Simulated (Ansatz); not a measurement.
```yaml
crystal:
  periodic: [false, false, false]
  atoms:
    - {symbol: F, position_ang: [-0.884776, -1.270210, 1.589035]}
    - {symbol: C, position_ang: [-0.216979, -0.516859, 0.673983]}
    - {symbol: Zn, position_ang: [1.447204, 0.417435, 1.195275]}
    - {symbol: C, position_ang: [-0.997411, 0.317633, -0.270122]}
    - {symbol: C, position_ang: [-0.456757, -0.105267, -1.424880]}
    - {symbol: S, position_ang: [0.502927, -1.440832, -0.806085]}
    - {symbol: H, position_ang: [2.734727, 1.184669, 1.524151]}
    - {symbol: H, position_ang: [-1.683301, 1.125876, -0.048952]}
    - {symbol: H, position_ang: [-0.445645, 0.287553, -2.432414]}
basis:
  gaussian: {orbitals: STO-3G, fitting: {mean_field: def2-universal-jkfit}}
total_charge: -1
magnetization: {spin_polarized: true, initial_magnetization: 1}
hamiltonian: {xc: {name: wB97X-D}}
accuracy: high
```

```sh
$ ansatz run in.yaml --threads 4 --pin off --events-out ev --progress --plain --max-ram 10444MiB
```

Output, abridged:

```
Error: YAML parse error: error: line 17 column 19: hamiltonian.xc: no functional is named "wB97X-D"; the names, which are not case-sensitive, are SVWN5, SPW92, PBE, PBE0, PBEsol, revPBE, revPBE0, RPBE, rPW86-PBE, HSE06, wPBEh, LC-wPBE, HISS, HF, BLYP, B3LYP, B3LYP5, BHLYP, CAM-B3LYP, r2SCAN, r2SCANh, r2SCAN0, r2SCAN50, m-r2SCAN, B97, wB97, wB97X, wB97X-V, B97M-V, wB97M-V, B2PLYP, B2GP-PLYP, PBE0-DH, PBE-QIDH
15 | total_charge: -1
16 | magnetization: {spin_polarized: true, initial_magnetization: 1}
17 | hamiltonian: {xc: {name: wB97X-D}}
18 | accuracy: high
```

Problem. What is wrong with this run?

Solution. The method's name isn't one that the program takes here. The input was rejected before any iteration.

HSE06 is defined as in plane-wave codes.
